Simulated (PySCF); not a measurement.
H9N3Si3. Atoms are numbered in the order given.

```xyz
15

Si    -0.1038    -0.8890     1.5896
N      0.4503    -1.3988     0.0000
Si    -0.1038    -0.8890    -1.5896
N     -0.2858     0.8452    -1.4541
Si     0.2839     1.6597     0.0000
N     -0.2858     0.8452     1.4541
H      0.9531    -1.3681     2.5529
H     -1.4229    -1.4717     2.0381
H      1.2140    -2.0815     0.0000
H      0.9531    -1.3681    -2.5529
H     -1.4229    -1.4717    -2.0381
H     -1.0029     1.3132    -2.0146
H     -0.2723     3.0567     0.0000
H      1.7843     1.6937     0.0000
H     -1.0029     1.3132     2.0146
```

The structure is a stationary point at PBE-D3(BJ)/def2-SVP.

Computed with PySCF with KT2/pcSseg-1.

GIAO shieldings, no solvent; atoms listed in one row are averaged. δ = σ(ref) − σ: ²⁹Si against TMS (σ = 361.9 ppm); ¹⁵N against NH3 (σ = 266.2 ppm); ¹H against TMS (σ = 31.47 ppm), references at their B3LYP-D3(BJ)/def2-TZVP geometries, non-relativistic.

| nucleus | atoms | count | δ (ppm) |
|---|---|---|---|
| ²⁹Si | Si3, Si1 | 2 | -28.4 |
| ²⁹Si | Si5 | 1 | -36.2 |
| ¹⁵N | N4, N6 | 2 | 56.3 |
| ¹⁵N | N2 | 1 | 45.1 |
| ¹H | H11, H8 | 2 | 6.13 |
| ¹H | H14 | 1 | 6.03 |
| ¹H | H10, H7 | 2 | 5.96 |
| ¹H | H13 | 1 | 5.33 |
| ¹H | H12, H15 | 2 | 1.69 |
| ¹H | H9 | 1 | 1.50 |
